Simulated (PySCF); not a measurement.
## How methods differ on the fine-structure interval of Mo³³⁺

Mo³³⁺ [He] 2s2 2p5 [2p1/2^2 2p3/2^3, M_J = 3/2] → Mo³³⁺ [He] 2s2 2p5 [2p1/2^1 2p3/2^4, M_J = 1/2], as a difference of total energies. Computed with PySCF 2.14 in an uncontracted even-tempered set (17 s from 13 bohr⁻², ratio 2.4; 12 p from 17 bohr⁻², ratio 2.4; 5 d from 66 bohr⁻², ratio 2.6; 4 f from 98 bohr⁻², ratio 2.6), with the two-component X2C-1e Hamiltonian. Correlated levels: nothing frozen; the 32 highest virtual spinors dropped. "Screened" scales the spin-orbit matrix elements by Boettger's factors to mimic the two-electron term; Breit and QED terms are absent.

```
                    method  fine-structure interval (cm⁻¹)
 GHF (screened spin-orbit)                          903250
GMP2 (screened spin-orbit)                          904140
     GHF (bare spin-orbit)                          949880
```
